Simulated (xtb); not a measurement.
H6NSi2, charge +2, doublet, geometry from GFN2-xTB of the parent state (a state made from the parent by changing its charge; the spin is typed, not shown lowest); GFN0-xTB (xtb).

Here is a job for xtb.
```
$ xtb mol.xyz --gfn 0 --chrg 2 --uhf 1 --json

# file mol.xyz
9

Si     1.66704058    -0.21564473     0.06340929
N      0.00000000     0.00000000     0.00000000
Si    -1.66704058     0.21564473    -0.06340929
H      2.07133989    -1.10699091    -1.03241083
H      2.31973004     1.09264605    -0.08201896
H      2.01821156    -0.81474582     1.35821990
H     -2.29077909    -0.60334976     0.98491125
H     -2.14890177    -0.20387251    -1.38650896
H     -1.96960063     1.63631295     0.15780760
```

The log (banner, timings and long lists left out):

```
   ID    Z sym.   atoms
    1   14 Si     1, 3
    2    7 N      2
    3    1 H      4-9

           -------------------------------------------------
          |                Calculation Setup                |
           -------------------------------------------------

           -------------------------------------------------
          |                 G F N 0 - x T B                 |
           -------------------------------------------------

          ...................................................
          :                      SETUP                      :
          :.................................................:
          :  # basis functions                  36          :
          :  # atomic orbitals                  34          :
          :  # shells                           20          :
          :  # electrons                        17          :
          :  electronic temp.          300.0000000     K    :
          :  accuracy                    1.0000000          :
          :  -> integral cutoff          0.2500000E+02      :
          :  -> integral neglect         0.1000000E-07      :
          ...................................................

         :::::::::::::::::::::::::::::::::::::::::::::::::::::
         ::                     SUMMARY                     ::
         :::::::::::::::::::::::::::::::::::::::::::::::::::::
         :: total energy              -6.090875924112 Eh    ::
         :: gradient norm              0.054470854859 Eh/a0 ::
         :: HOMO-LUMO gap              0.000000003466 eV    ::
         ::.................................................::
         :: H0 energy                 -9.029669577901 Eh    ::
         :: repulsion energy           0.105301718074 Eh    ::
         :: electrostat energy         2.834711857061 Eh    ::
         :: -> Gsolv                   0.000000000000 Eh    ::
         ::    -> Gsasa                0.000000000000 Eh    ::
         ::    -> Gshift               0.000000000000 Eh    ::
         :: dispersion energy         -0.001219921346 Eh    ::
         :: short-range corr.          0.000000000000 Eh    ::
         :: add. restraining           0.000000000000 Eh    ::
         :: total charge               2.000000000000 e     ::
         :::::::::::::::::::::::::::::::::::::::::::::::::::::

           -------------------------------------------------
          |                Property Printout                |
[...]
        34                          0.9148085              24.8932
      -------------------------------------------------------------
                  HL-Gap            0.0000000 Eh            0.0000 eV
             Fermi-level            0.0000000 Eh            0.0000 eV

     #   Z          covCN         q      C6AA      α(0)
     1  14 Si       3.583     0.684   132.205    21.331
     2   7 N        1.642    -0.637    38.477     9.178
     3  14 Si       3.583     0.684   132.205    21.331
     4   1 H        0.917     0.211     1.043     1.598
     5   1 H        0.917     0.211     1.043     1.598
     6   1 H        0.917     0.211     1.043     1.598
     7   1 H        0.917     0.211     1.043     1.598
     8   1 H        0.917     0.211     1.043     1.598
     9   1 H        0.917     0.211     1.043     1.598

 Mol. C6AA /au·bohr⁶  :       1235.074328
 Mol. C8AA /au·bohr⁸  :      59522.859048
 Mol. α(0) /au        :         61.424451

Wiberg/Mayer (AO) data.
largest (>0.10) Wiberg bond orders for each atom

 ---------------------------------------------------------------------------
     #   Z sym  total        # sym  WBO       # sym  WBO       # sym  WBO
 ---------------------------------------------------------------------------
     1  14 Si   3.509 --     2 N    0.920     5 H    0.825     4 H    0.825
                             6 H    0.825
     2   7 N    2.300 --     3 Si   0.920     1 Si   0.920
     3  14 Si   3.509 --     2 N    0.920     7 H    0.825     8 H    0.825
                             9 H    0.825
     4   1 H    0.914 --     1 Si   0.825
     5   1 H    0.914 --     1 Si   0.825
     6   1 H    0.914 --     1 Si   0.825
     7   1 H    0.914 --     3 Si   0.825
     8   1 H    0.914 --     3 Si   0.825
     9   1 H    0.914 --     3 Si   0.825
 ---------------------------------------------------------------------------

Topologies differ in total number of bonds
Writing topology from bond orders to xtbtopo.mol

 dipole moment from electron density (au)
     X       Y       Z
  -0.0000  -0.0000  -0.0000  total (Debye):    0.000

           -------------------------------------------------
          | TOTAL ENERGY               -6.090875924112 Eh   |
          | GRADIENT NORM               0.054470854859 Eh/α |
          | HOMO-LUMO GAP               0.000000003466 eV   |
           -------------------------------------------------

normal termination of xtb
```
